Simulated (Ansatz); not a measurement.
Program: Ansatz. Geometries: PBE0-D4/def2-TZVP. ΔE: electronic, gas phase. CCSD(T)/CBS adds triple-zeta CCSD(T) − MP2 to the extrapolated MP2 energy (def2 sets, frozen cores). This one scheme is used for every species. DFT in def2-TZVPP. B3LYP here is the variant with VWN-RPA as its local correlation; programs differ in this. For Ge outer-core shells are correlated without core-valence functions, which leaves a few kJ/mol of doubt a bond. Scalar relativity is left out up to krypton. Each species was taken in one conformer, which may not be the lowest.

Reaction (formal hydrolysis of a Ge–N bond): `[NH2][GeH2][NH][SiH](N)F` + H₂O → `[NH2][GeH2][OH]` + `N[SiH](N)F`

`[NH2][GeH2][NH][SiH](N)F`:

Cartesian coordinates in Å:
```
N 1.307 -1.216 0.951
Ge -0.486 -0.860 1.224
N -0.795 0.819 0.554
Si -0.550 1.328 -1.054
N 0.546 0.237 -1.735
F -1.869 1.291 -1.967
H 1.928 -0.730 1.584
H 1.536 -2.201 0.972
H -0.898 -0.796 2.710
H -1.243 -1.957 0.463
H -1.134 1.492 1.223
H -0.199 2.769 -1.046
H 1.208 -0.261 -1.157
H 0.650 0.085 -2.721
```

H₂O:

Z-matrix (Å, degrees):
```
O
H 1 0.960
H 1 0.960 2 105.1
```

`[NH2][GeH2][OH]`:

Z-matrix (Å, degrees):
```
Ge
O 1 1.780
N 1 1.819 2 104.8
H 1 1.538 2 111.2 3 -115.1
H 1 1.549 2 106.5 3 123.0
H 2 0.959 1 112.2 3 -147.4
H 3 1.009 1 115.8 2 -150.0
H 3 1.009 1 117.0 2 77.3
```

`N[SiH](N)F`:

Cartesian coordinates in Å:
```
N 0.976 -0.609 -0.868
Si -0.026 -0.293 0.467
N -0.895 1.124 0.141
F -0.889 -1.636 0.621
H 1.319 -1.536 -1.051
H 1.576 0.103 -1.250
H 0.594 -0.098 1.799
H -1.295 1.675 0.881
H -1.359 1.271 -0.741
```

```json
{"level": "B3LYP-D4", "ΔE (kJ/mol)": "-2.4"}
{"level": "MP2/def2-TZVPP", "ΔE (kJ/mol)": "2.4"}
{"level": "CCSD(T)/def2-TZVPP", "ΔE (kJ/mol)": "1.2"}
{"level": "SCS-MP2/def2-QZVPP", "ΔE (kJ/mol)": "-3.6"}
```

Question: What does CCSD(T)/CBS give? (An estimate is asked.)

Answer: Computed: +1.4 kJ/mol. The listed levels differ from it by -3.8, 1.0, -0.2, -5.0 kJ/mol.

Largest T1 diagnostic among the species: 0.011.

The D4 term adds +14.4 kJ/mol with B3LYP and +8.3 kJ/mol with PBE0; it sums over pairs of atoms, weighted by their polarisabilities, and B3LYP, whose exchange is more repulsive, gets the larger term. In def2-TZVPP, CCSD(T) changes the Hartree–Fock value by +21.8 kJ/mol (the triples alone add +3.0 kJ/mol) and MP2 by +23.0 kJ/mol.
